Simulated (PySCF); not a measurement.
S⁵⁺ (sulfur, charge +5): UHF calculation

Configuration: [Ne] 3s1, 2S determinant. All numbers are calculated (PySCF 2.14, the spin-free X2C one-electron Hamiltonian (Gaussian nucleus), in an even-tempered Gaussian basis (20 s from 0.13 bohr⁻², ratio 2.5; 12 p from 0.17 bohr⁻², ratio 2.5; 5 d from 0.94 bohr⁻², ratio 2.7; 5 f from 1.4 bohr⁻², ratio 2.7)).

* Total energy: -391.852014 hartree
* One-electron energy: -508.2058 hartree
* Hartree (Coulomb) energy: 139.6136 hartree
* Exchange energy: -23.2598 hartree
* ⟨S²⟩: 0.7500
* ⟨L²⟩: 0.000
* Sum of ⟨r⟩: 5.185 bohr
* Sum of ⟨r²⟩: 4.284 bohr²

```tsv
shell	electrons	mean orbital energy (hartree)	rms radius, mean of both spins (bohr)
1s α	1	-95.37364	0.112
1s β	1	-95.34264	0.112
2s α	1	-11.99417	0.513
2s β	1	-11.93875	0.513
2p α	3	-9.61615	0.487
2p β	3	-9.59372	0.487
3s α	1	-3.21942	1.52
```

Densities and radii are taken from the X2C orbitals without a picture-change correction, which distorts them close to the nucleus.
